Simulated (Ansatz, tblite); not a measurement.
Cost and result up the ladder for the cluster AgPd2⁻ (the lowest singlet isomer of a short search) (3 atoms). The state is a singlet with charge -1. Geometry: r2SCAN-D4/def2-TZVPD.

```xyz
3

Pd    0.322   -0.284    1.436
Pd    1.078    0.479   -0.924
Ag   -1.400   -0.195   -0.511
```

Ansatz on 4 threads of Arm Neoverse V1 on a shared host; xTB runs through tblite on one thread. Times are rough, summed over both states, and most runs start from the orbitals of an earlier one. ωB97M-V/def2-TZVPD serves as the yardstick here, not as an exact answer. The other state is a triplet at its own geometry.

In the def2 sets Ag, Pd take a core potential; there is no spin–orbit coupling. The xTB rows come from tblite. B3LYP takes the VWN-RPA correlation. Correlated methods freeze no core orbitals; core or outer-core shells of Pd, Ag are correlated, in sets that lack core-valence functions. The structure comes from a short search, and lower isomers may exist.

Run but left out: HF/def2-TZVPD, MP2/def2-TZVPD, CCSD/def2-TZVPD, CCSD(T)/def2-TZVPD (singlet: restricted singlet, unstable towards broken spin symmetry); B2PLYP/def2-TZVPD (singlet: restricted singlet, unstable in another Hartree–Fock run and untested here).

Correlated methods converge slowly with the basis.

xTB has no spin-polarisation term.

```csv
level,functions,wall time,triplet − singlet (eV),difference from ωB97M-V/def2-TZVPD (eV),remarks
GFN1-xTB,27,0.007 s,1.99,1.32,–
GFN2-xTB,27,0.009 s,1.62,0.96,–
PBE-D4/def2-TZVPD,120,4 s,0.43,-0.23,"HOMO above zero (singlet), HOMO above zero (triplet)"
RPA@PBE/def2-TZVPD,120,7.4 s,0.15,-0.52,test for broken spin undecided (singlet)
B3LYP-D4/def2-TZVPD,120,9.1 s,0.42,-0.25,"HOMO above zero (singlet), HOMO above zero (triplet)"
r2SCAN-D4/def2-TZVPD,120,9.9 s,0.28,-0.39,"HOMO above zero (singlet), HOMO above zero (triplet)"
CAM-B3LYP-D4/def2-TZVPD,120,10 s,0.45,-0.21,–
ωB97M-V/def2-TZVPD (with forces),120,49 s,0.66,0.00,–
```
